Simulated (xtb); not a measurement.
F$_{2}$Sr, charge +1, doublet, from a rough starting geometry (GFN-xTB shapes and energies of metal compounds can be far from the true ones) (a state made from the parent by changing its charge; the spin is typed, not shown lowest); GFN2-xTB in xtb.

xtb was given this input:
```
$ xtb mol.xyz --gfn 2 --chrg 1 --uhf 1 --opt vtight --json

# file mol.xyz
3

Sr    -0.06381758    -0.05659956    -0.00043800
F     -0.24895112     1.52893654    -1.34890071
F      0.22540303    -1.57368832     1.32096274
```

Output, abridged:

```
   ID    Z sym.   atoms
    1   38 Sr     1
    2    9 F      2, 3

           -------------------------------------------------
          |                Calculation Setup                |
           -------------------------------------------------

           -------------------------------------------------
          |                 G F N 2 - x T B                 |
           -------------------------------------------------

          ...................................................
          :                      SETUP                      :
          :.................................................:
          :  # basis functions                  18          :
          :  # atomic orbitals                  17          :
          :  # shells                            7          :
          :  # electrons                        15          :
          :  max. iterations                   250          :
          :  Hamiltonian                  GFN2-xTB          :
          :  restarted?                      false          :
          :  GBSA solvation                  false          :
          :  PC potential                    false          :
          :  electronic temp.          300.0000000     K    :
          :  accuracy                    1.0000000          :
          :  -> integral cutoff          0.2500000E+02      :
          :  -> integral neglect         0.1000000E-07      :
          :  -> SCF convergence          0.1000000E-05 Eh   :
          :  -> wf. convergence          0.1000000E-03 e    :
          :  Broyden damping             0.4000000          :
          :  net charge                          1          :
          :  unpaired electrons                  1          :
          ...................................................

 iter      E             dE          RMSdq      gap      omega  full diag
   1     -0.0759668 -0.759668E-01  0.977E+01    0.09       0.0  T
   2     -8.6480434 -0.857208E+01  0.319E+01   28.00       1.0  T
   3     -8.8572941 -0.209251E+00  0.340E+01   14.64       1.0  T
   4     -8.9129123 -0.556182E-01  0.337E+01   11.27       1.0  T
   5     -8.9528922 -0.399799E-01  0.332E+01   10.28       1.0  T
   6     -8.9658093 -0.129170E-01  0.318E+01   10.17       1.0  T
   7     -9.1083714 -0.142562E+00  0.233E+01    8.32       1.0  T
   8     -5.2994880  0.380888E+01  0.494E+01    0.51       1.0  T
   9     -9.1520371 -0.385255E+01  0.856E+00    1.10       1.0  T
  10     -8.2273453  0.924692E+00  0.152E+01    0.44       1.0  T
  11     -8.8929945 -0.665649E+00  0.932E+00    0.73       1.0  T
  12     -8.0477183  0.845276E+00  0.188E+01    0.37       1.0  T
  13     -7.2514799  0.796238E+00  0.261E+01    0.29       1.0  T
  14     -8.1069858 -0.855506E+00  0.227E+01    0.36       1.0  T
  15     -7.4441968  0.662789E+00  0.269E+01    0.28       1.0  T
  16     -9.0617137 -0.161752E+01  0.861E+00    0.87       1.0  T
  17     -9.2791262 -0.217412E+00  0.654E+00    1.51       1.0  T
  18     -8.4219672  0.857159E+00  0.298E+01    0.45       1.0  T
  19     -9.1973561 -0.775389E+00  0.164E+01    0.78       1.0  T
  20     -9.1460583  0.512978E-01  0.177E+01    0.75       1.0  T
  21     -8.9561041  0.189954E+00  0.211E+01    0.65       1.0  T
  22     -9.2231282 -0.267024E+00  0.164E+01    0.79       1.0  T
  23     -8.9466665  0.276462E+00  0.189E+01    0.65       1.0  T
  24     -9.0121459 -0.654793E-01  0.180E+01    0.69       1.0  T
  25     -9.0716202 -0.594743E-01  0.196E+01    0.65       1.0  T
  26     -9.1792350 -0.107615E+00  0.110E+01    0.89       1.0  T
  27     -7.1576292  0.202161E+01  0.368E+01    0.22       1.0  T
  28     -5.8382663  0.131936E+01  0.537E+01    0.38       1.0  T
  29     -7.3268212 -0.148855E+01  0.305E+01    0.17       1.0  T
  30     -6.5873049  0.739516E+00  0.427E+01    0.26       1.0  T
  31     -6.8715750 -0.284270E+00  0.378E+01    0.21       1.0  T
  32     -6.8518106  0.197644E-01  0.381E+01    0.21       1.0  T
  33     -7.0005468 -0.148736E+00  0.367E+01    0.20       1.0  T
  34     -6.9059908  0.945560E-01  0.377E+01    0.23       1.0  T
  35     -9.2873735 -0.238138E+01  0.410E+00    1.42       1.0  T
  36     -8.4401668  0.847207E+00  0.167E+01    0.77       1.0  T
  37     -1.9043166  0.653585E+01  0.114E+02    0.59       1.0  T
  38     -9.0973809 -0.719306E+01  0.302E+01    6.05       1.0  T
  39     -9.1712730 -0.738921E-01  0.205E+01    2.98       1.0  T
  40     -9.0814553  0.898177E-01  0.162E+01    5.81       1.0  T
  41     -9.1594387 -0.779834E-01  0.145E+01    5.21       1.0  T
  42     -9.1513180  0.812071E-02  0.808E+00    1.23       1.0  T
  43     -9.2192835 -0.679655E-01  0.111E+01    3.00       1.0  T
  44     -9.3141768 -0.948933E-01  0.913E+00    2.29       1.0  T
  45     -9.3073930  0.678384E-02  0.907E+00    2.34       1.0  T
  46     -9.3229503 -0.155573E-01  0.565E+00    2.01       1.0  T
  47     -9.2479132  0.750371E-01  0.739E+00    2.64       1.0  T
  48     -9.2502951 -0.238191E-02  0.758E+00    2.40       1.0  T
  49     -9.2391253  0.111698E-01  0.791E+00    2.50       1.0  T
  50     -9.2699925 -0.308672E-01  0.768E+00    2.29       1.0  T
  51     -9.3274187 -0.574263E-01  0.675E+00    2.20       1.0  T
  52     -9.3427479 -0.153291E-01  0.593E+00    2.04       1.0  T
  53     -9.3103700  0.323779E-01  0.562E+00    2.01       1.0  T
  54     -9.3313803 -0.210104E-01  0.447E+00    1.88       1.0  T
  55     -9.3145216  0.168587E-01  0.412E+00    1.74       1.0  T
  56     -9.3296949 -0.151733E-01  0.362E+00    1.76       1.0  T
  57     -9.3119897  0.177053E-01  0.385E+00    1.54       1.0  T
  58     -9.3400464 -0.280568E-01  0.319E+00    1.62       1.0  T
  59     -9.3509612 -0.109147E-01  0.327E+00    1.54       1.0  T
  60     -9.3840171 -0.330559E-01  0.211E+00    1.61       1.0  T
  61     -9.3987360 -0.147189E-01  0.123E+00    1.64       1.0  T
  62     -9.4026984 -0.396241E-02  0.607E-01    1.69       1.0  T
[...]
 * total energy  :    -9.4024941 Eh     change       -0.7830499E-03 Eh
 * total energy  :    -9.4033186 Eh     change       -0.8244667E-03 Eh
 * total energy  :    -9.4073049 Eh     change       -0.3986286E-02 Eh
 * total energy  :    -9.4128508 Eh     change       -0.5545926E-02 Eh
 * total energy  :    -9.4154977 Eh     change       -0.2646856E-02 Eh
 * total energy  :    -9.4163005 Eh     change       -0.8028434E-03 Eh
 * total energy  :    -9.4163604 Eh     change       -0.5991341E-04 Eh
 * total energy  :    -9.4163693 Eh     change       -0.8848532E-05 Eh
 * total energy  :    -9.4163747 Eh     change       -0.5462111E-05 Eh
 * total energy  :    -9.4163803 Eh     change       -0.5554164E-05 Eh
 * total energy  :    -9.4163837 Eh     change       -0.3414677E-05 Eh
 * total energy  :    -9.4163844 Eh     change       -0.6774519E-06 Eh
 * total energy  :    -9.4163844 Eh     change       -0.1875130E-07 Eh
   *** GEOMETRY OPTIMIZATION CONVERGED AFTER 16 ITERATIONS ***
[...]
          :  # electrons                        15          :
          :  max. iterations                   250          :
          :  Hamiltonian                  GFN2-xTB          :
          :  restarted?                      false          :
          :  GBSA solvation                  false          :
          :  PC potential                    false          :
          :  electronic temp.          300.0000000     K    :
          :  accuracy                    1.0000000          :
          :  -> integral cutoff          0.2500000E+02      :
          :  -> integral neglect         0.1000000E-07      :
          :  -> SCF convergence          0.1000000E-05 Eh   :
          :  -> wf. convergence          0.1000000E-03 e    :
          :  Broyden damping             0.4000000          :
          :  net charge                          1          :
          :  unpaired electrons                  1          :
          ...................................................

 iter      E             dE          RMSdq      gap      omega  full diag
   1     -9.4184738 -0.941847E+01  0.299E-05    2.08       0.0  T
   2     -9.4184737  0.384549E-08  0.805E-04    2.08      71.7  T
   3     -9.4184738 -0.384813E-08  0.199E-05    2.08    2898.3  T

   *** convergence criteria satisfied after 3 iterations ***

         :::::::::::::::::::::::::::::::::::::::::::::::::::::
         ::                     SUMMARY                     ::
         :::::::::::::::::::::::::::::::::::::::::::::::::::::
         :: total energy              -9.416384398696 Eh    ::
         :: gradient norm              0.000003305377 Eh/a0 ::
         :: HOMO-LUMO gap              2.080776175228 eV    ::
         ::.................................................::
         :: SCC energy                -9.418473739867 Eh    ::
         :: -> isotropic ES            0.226540419861 Eh    ::
         :: -> anisotropic ES         -0.000753052827 Eh    ::
         :: -> anisotropic XC         -0.004929355279 Eh    ::
         :: -> dispersion             -0.000735985996 Eh    ::
         :: repulsion energy           0.002089341171 Eh    ::
         :: add. restraining           0.000000000000 Eh    ::
         :: total charge               1.000000000024 e     ::
         :::::::::::::::::::::::::::::::::::::::::::::::::::::

           -------------------------------------------------
          |                Property Printout                |
           -------------------------------------------------

    * Orbital Energies and Occupations

         #    Occupation            Energy/Eh            Energy/eV
      -------------------------------------------------------------
         1        2.0000           -1.1061206             -30.0991
         2        2.0000           -1.0926597             -29.7328
         3        2.0000           -0.8134348             -22.1347
         4        1.9984           -0.7960748             -21.6623
         5        1.9775           -0.7935472             -21.5935
         6        1.8949           -0.7919992             -21.5514
         7        1.8121           -0.7913551             -21.5339
         8        1.3172           -0.7892363             -21.4762 (HOMO)
         9                         -0.7127691             -19.3954 (LUMO)
        10                         -0.5342715             -14.5383
        11                         -0.4454594             -12.1216
        12                         -0.3924913             -10.6802
        13                         -0.2138418              -5.8189
        14                         -0.2082449              -5.6666
        15                         -0.1921063              -5.2275
        16                         -0.0601666              -1.6372
        17                          0.1046193               2.8468
      -------------------------------------------------------------
                  HL-Gap            0.0764671 Eh            2.0808 eV
             Fermi-level           -0.7704837 Eh          -20.9659 eV

     #   Z          covCN         q      C6AA      α(0)
     1  38 Sr       1.200     0.872   818.412   104.315
     2   9 F        0.600     0.064     8.874     3.514
     3   9 F        0.600     0.064     8.874     3.514

 Mol. C6AA /au·bohr⁶  :       1090.187384
 Mol. C8AA /au·bohr⁸  :     200017.430477
 Mol. α(0) /au        :        111.342382

Wiberg/Mayer (AO) data.
largest (>0.10) Wiberg bond orders for each atom

 ---------------------------------------------------------------------------
     #   Z sym  total        # sym  WBO       # sym  WBO       # sym  WBO
 ---------------------------------------------------------------------------
     1  38 Sr   1.786 --     3 F    0.893     2 F    0.893
     2   9 F    1.170 --     1 Sr   0.893     3 F    0.277
     3   9 F    1.170 --     1 Sr   0.893     2 F    0.277
 ---------------------------------------------------------------------------

Topologies differ in total number of bonds
Writing topology from bond orders to xtbtopo.mol

molecular dipole:
                 x           y           z       tot (Debye)
 q only:       -1.673      -0.438      -0.162
   full:       -2.882      -0.717      -0.269       7.580
molecular quadrupole (traceless):
                xx          xy          yy          xz          yz          zz
 q only:        3.206       1.321      -1.338       0.650      -0.568      -1.867
  q+dip:        7.545       2.948      -3.407       1.172      -0.011      -4.138
   full:        5.703       2.178      -2.903       0.422       1.918      -2.800

optimized geometry written to: xtbopt.xyz

           -------------------------------------------------
          | TOTAL ENERGY               -9.416384398696 Eh   |
          | GRADIENT NORM               0.000003305377 Eh/α |
          | HOMO-LUMO GAP               2.080776175228 eV   |
           -------------------------------------------------

normal termination of xtb
```
